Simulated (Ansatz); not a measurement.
Ansatz (an electronic-structure program) input (CCSD(T)/aug-cc-pVDZ):

Ansatz 0.2 input:
```yaml
crystal:
  periodic: [false, false, false]
  atoms:
    - {symbol: O, position_ang: [0.01915060, -0.02033157, -1.25607661]}
    - {symbol: N, position_ang: [-0.00000000, 0.00000000, -0.00000000]}
    - {symbol: O, position_ang: [1.04214260, 0.28880183, 0.63956302]}
    - {symbol: O, position_ang: [-1.06129321, -0.26847027, 0.61651359]}
basis:
  gaussian:
    orbitals: aug-cc-pVDZ
total_charge: -1
magnetization: {spin_polarized: false}
correlation: {method: ccsd_t, electrons: outside_noble_gas}
output: {forces: true}
```

Output:

```
Functional definition: HF
integrals: 0.10 GiB planned
887 factors; integrals over basis functions are off by at most 9.9e-4 eV
mean field: 0.24 GiB planned
mean field evaluation 1: about -7584.1053 eV, gradient 6.3e1 eV
mean field evaluation 2: about -7584.1083 eV, gradient 6.3e1 eV
mean field evaluation 4: about -7591.2054 eV, gradient 3.8e0 eV
mean field evaluation 8: about -7591.2525 eV, gradient 8.1e-2 eV
mean field evaluation 16: about -7591.2406 eV, gradient 1.4e0 eV
mean field -7591.25256528 eV, -278.9733862383 hartree, gradient 1.1e-6 eV, S^2 0.000000; 0 other end points of the search recorded, 0 dependent functions left out
4 core orbitals not correlated
reference -7591.25256528 eV, -278.9733862383 hartree; 12, 12 occupied and 76, 76 virtual orbitals, 887 factors
densities: 0.47 GiB planned
second order -21.43683053 eV of doubles, -0.00000000 eV of singles
coupled cluster: 0.34 GiB planned
cycle   1  -20.26820642 eV  change     1.2e0 eV  update   1.5e-1
cycle   2  -21.01987765 eV  change   -7.5e-1 eV  update   5.0e-2
cycle   3  -21.19090599 eV  change   -1.7e-1 eV  update   2.2e-2
cycle   4  -21.16696371 eV  change    2.4e-2 eV  update   5.3e-3
cycle   5  -21.16220788 eV  change    4.8e-3 eV  update   1.9e-3
cycle   6  -21.16286718 eV  change   -6.6e-4 eV  update   5.3e-4
cycle   7  -21.16260419 eV  change    2.6e-4 eV  update   2.2e-4
cycle   8  -21.16244209 eV  change    1.6e-4 eV  update   6.4e-5
cycle   9  -21.16247552 eV  change   -3.3e-5 eV  update   1.8e-5
cycle  10  -21.16248605 eV  change   -1.1e-5 eV  update   5.9e-6
coupled cluster: 0.35 GiB planned
perturbative correction -0.93900389 eV, -0.0345077565 hartree
the calculation of the forces begins
Total energy: -7613.35405522 eV, -279.7856010125 hartree
Atom 0 at     0.019151    -0.020332    -1.256077 Å, force     0.013664    -0.014507    -0.896230 eV/Å
Atom 1 at    -0.000000     0.000000    -0.000000 Å, force    -0.000000    -0.000000    -0.000001 eV/Å
Atom 2 at     1.042143     0.288802     0.639563 Å, force     0.743586     0.206065     0.456339 eV/Å
Atom 3 at    -1.061293    -0.268470     0.616514 Å, force    -0.757250    -0.191558     0.439892 eV/Å
Dipole moment:    -0.000000    -0.000000    -0.000000 e Å
```

It need not be the lowest isomer of its formula. Whether it binds its extra electron was not tested at this geometry.
